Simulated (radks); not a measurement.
Values are calculated unless marked as measured or tabulated.
These are the eigenvalues of the occupied orbitals of an atom or ion with whole-number occupations (eV). Code: a radial shooting solver on a logarithmic mesh with Libxc functionals. Model: Dirac Kohn-Sham, PBE, spin-unpolarised, spherical densities, finite nucleus; Fermi nuclear charge, rms radius of each element as measured or else 0.836 A^(1/3) + 0.57 fm.

| orbital | eigenvalue |
|---|---|
| 1s1/2 | -43222.86 |

Which element is it, and in what charge state? The configuration may be excited. Open shells, if any, fill j = l - 1/2 first.

Answer. Z = 56, barium, charge +54: Ba54+ in [He]. The 1s level, -1588.4 hartree, gives Z - s = 56.4 by -(Z - s)^2/2, which with screening and relativity narrows Z to a few neighbours, and the depths must fix Z and the occupations together.
